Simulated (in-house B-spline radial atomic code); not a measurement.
How numerical settings move a run on the argon ion Ar⁶⁺, [Ne] 3s2. Computed with an all-electron radial atomic-structure program (B-spline basis): non-relativistic B3LYP, spin-polarised, spherical fractional occupations, point nucleus.

Command:
```bash
python run_scf.py task.json out
```
Settings of the sound reference run:
```
Z                18
electrons        12
configuration    [Ne] 3s2
hamiltonian      nr
method           b3lyp
spin_polarised   True
knot_spacing     0.22
spline_order     8
gauss_points     12
box_radius       8.96
max_iterations   70
damping          0.5
damped_steps     3
diis_vectors     10
tolerance        1e-08
start            Thomas-Fermi
```

Cost of the run: 0.12 s on 1 thread of Intel(R) Xeon(R) 6975P-C (shared host).

It converges in 8 iterations to -516.190736 hartree, with 3s up at -117.343 eV. The other runs change the listed settings, some to values that make no sense; their results aren't properties of the atom or ion. Radii are in bohr (the nuclear one in fm), a minus after a letter asks for a j subshell, and «unchanged» means within 1e-8 hartree. The run stops when the residual is below 10 × tolerance × max(1, Z/10), or a noise floor if that is larger, and the energy moves by less than 1e-8 × √|E| hartree; so very loose and very tight tolerances often act alike.

| changed settings | outcome |
| --- | --- |
| damped_steps = 0 | converged in 6 iterations, energy unchanged, 3s up level +3.2e-07 eV |
| gauss_points = 16 | converged in 8 iterations, energy unchanged |
| damped_steps = 8 | converged in 12 iterations, energy unchanged, 3s up level +6.7e-07 eV |
| spline_order = 5, max_iterations = 60, diis_vectors = 20 | converged in 8 iterations, energy +4.17e-06 hartree from the reference, 3s up level +8.6e-06 eV |
| box_radius = 35.84 | converged in 8 iterations, energy +2.12e-08 hartree from the reference, 3s up level +2.1e-06 eV |
| spline_order = 10, max_iterations = 60, tolerance = 1e-05 | converged in 7 iterations, energy -2.76e-08 hartree from the reference, 3s up level +2.6e-05 eV |
| box_radius = 1.79 | converged in 8 iterations, energy +1.21e+00 hartree from the reference, 3s up level +2.0e+01 eV (the program warns: 3s up reaches the box edge; 2s up reaches the box edge) |
| box_radius = 4.48 | converged in 8 iterations, energy +1.56e-05 hartree from the reference, 3s up level +5.7e-04 eV (the program warns: 3s up reaches the box edge; 3s down reaches the box edge) |
| gauss_points = 4 | converged in 8 iterations, energy -1.89e-07 hartree from the reference, 3s up level -4.4e-07 eV |
| gauss_points = 3 | converged in 8 iterations, energy -1.32e+05 hartree from the reference, 3s up level -2.0e+02 eV |
| box_radius = 17.92 | converged in 8 iterations, energy +1.89e-08 hartree from the reference, 3s up level +1.9e-06 eV |
| gauss_points = 3, max_iterations = 2, start = bare nucleus | not converged after 2 iterations, last residual 5.9e-01, last energy -1.32e+05 hartree from the reference |
| box_radius = 1.34 | converged in 8 iterations, energy +5.72e+00 hartree from the reference, 3s up level +8.5e+01 eV (the program warns: 3s up reaches the box edge; 2s up reaches the box edge) |
| electrons = 20, configuration = [Ne] 3s2 5s2 5p6, max_iterations = 50 | converged in 11 iterations to -519.4037 hartree, a different physical problem (warning: 5s up has a positive eigenvalue: unbound, held by the box) |
| box_radius = 2.69 | converged in 8 iterations, energy +4.53e-02 hartree from the reference, 3s up level +9.7e-01 eV (the program warns: 3s up reaches the box edge; 3s down reaches the box edge) |
| hamiltonian = dirac, method = scan,scan, spin_polarised = False, nucleus = fermi, rms_radius = 3.4274, mass_number = 40, atomic_mass = 39.96238, speed_of_light = 137.036 | stopped with error: meta-GGAs are not served with the Dirac Hamiltonian |

What happens with box_radius = 0.36?

Converged in 7 iterations, energy +6.82e+02 hartree from the reference, 3s up level +6.0e+03 eV (the program warns: 3s up has a positive eigenvalue: unbound, held by the box; 2s up has a positive eigenvalue: unbound, held by the box).

What happens with box_radius = 0.9?

Converged in 7 iterations, energy +3.18e+01 hartree from the reference, 3s up level +4.1e+02 eV (the program warns: 3s up has a positive eigenvalue: unbound, held by the box; 3s down has a positive eigenvalue: unbound, held by the box).

What happens with max_iterations = 60, damping = 0.2, damped_steps = 8, start = bare nucleus?

Converged in 10 iterations, energy unchanged.

What happens with box_radius = 0.54?

Converged in 7 iterations, energy +1.99e+02 hartree from the reference, 3s up level +2.0e+03 eV (the program warns: 3s up has a positive eigenvalue: unbound, held by the box; 2s up has a positive eigenvalue: unbound, held by the box).
